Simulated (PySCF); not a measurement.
## Gd2N2 at several levels of theory

Computed with PySCF 2.14.0 (density fitting, no spin-orbit coupling) at the geometry relaxed with TPSS:

```xyz
4
Gd2N2 (singlet in the valence; each metal's 4f electrons, 7 of them, lie in its core potential, out of spins and levels)
Gd    0.0000    0.0000    1.5404
Gd    0.0000    0.0000   -1.5404
N     1.3948    0.0000    0.0000
N    -1.3948    0.0000    0.0000
```

```tsv
level	basis	state	HOMO (eV)	gap (eV)	charge on Gd1 (e)	population of f-type functions on Gd1 (polarisation alone where 4f lies in the core)	dipole about the centre of mass (D)	largest force component (eV/Å)
TPSS	Gd lcecp-1-SVP with ECP53, N def2-SVP	singlet	-3.31	1.33	0.53	0.05	0.00	0.00
PBE	the same	singlet	-3.47	1.23	0.46	0.05	0.00	0.22
TPSSh	the same	singlet	-3.65	1.92	0.56	0.05	0.00	0.30
HF	the same	singlet	-6.28	6.56	0.83	0.07	0.00	0.63
CAM-B3LYP	the same	singlet	-5.39	4.46	0.55	0.06	0.00	0.74
```

In the lcecp rows the 4f levels are missing from HOMO and gap, and the state counts the valence alone.

Charges are Mulliken's, which hang on the basis. The relaxation used the grid (50, 194), these runs (75, 302) or, all-electron (x2c bases, spin-free X2C Hamiltonian), (99, 590).

Problem. What does TPSS with Gd lcecp-1-TZVP with ECP53, N def2-TZVP give here?

Solution. state singlet, HOMO (eV) -3.28, gap (eV) 1.31, charge on Gd1 (e) 0.88, population of f-type functions on Gd1 (polarisation alone where 4f lies in the core) 0.05, dipole about the centre of mass (D) 0.00, largest force component (eV/Å) 0.08. Time: 30 s on 2 threads of Intel(R) Xeon(R) Processor @ 2.70GHz, on a shared host, from free ions and atoms.

In the first row's basis the gap widens with exact exchange: 1.2 to 1.3 eV for PBE, TPSS (none); 1.9 eV for TPSSh (a fixed share); 4.5 to 6.6 eV for CAM-B3LYP, Hartree–Fock (rising or full at long range).

No frequency check is given that shows the relaxed geometry to be a minimum. An lcecp potential fixes the number of 4f electrons, so in runs with it no electron can move into or out of that shell.

Small gap, closed shell not tested for a spin-broken solution: TPSSh.
